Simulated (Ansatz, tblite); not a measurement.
Forces on the cluster Sn3 at its PBE0-D4/def2-SVP geometry. Charge 0, multiplicity 1.

In the def2 sets Sn takes a core potential; there is no spin–orbit coupling. The xTB rows come from tblite. At PBE0-D4/def2-TZVP the restricted singlet is unstable: a solution with broken spin symmetry lies lower. The geometry of the singlet was relaxed on an unsound state (restricted singlet, unstable towards broken spin symmetry at other levels and untested here). At PBE0-D4/def2-TZVP a triplet of charge 0 lies 0.21 eV below the restricted singlet, each at its own geometry. The structure comes from a short search, and lower isomers may exist.

GFN1-xTB (tblite), largest force 0.38 eV/Å:

```xyz
3
positions Å, forces eV/Å
Sn    1.413   -1.111    0.319   -0.309    0.217   -0.063
Sn    0.404    1.292   -0.332   -0.073   -0.234    0.060
Sn   -1.817   -0.180    0.013    0.382    0.017    0.003
```

GFN2-xTB (tblite), largest force 0.91 eV/Å:

```
Sn -0.032 0.467 -0.123
Sn -0.263 -0.841 0.216
Sn 0.294 0.373 -0.092
```

PBE0-D4/def2-TZVP (Ansatz), largest force 0.20 eV/Å:

```
Sn -0.060 0.120 -0.033
Sn -0.059 -0.189 0.048
Sn 0.119 0.068 -0.016
```
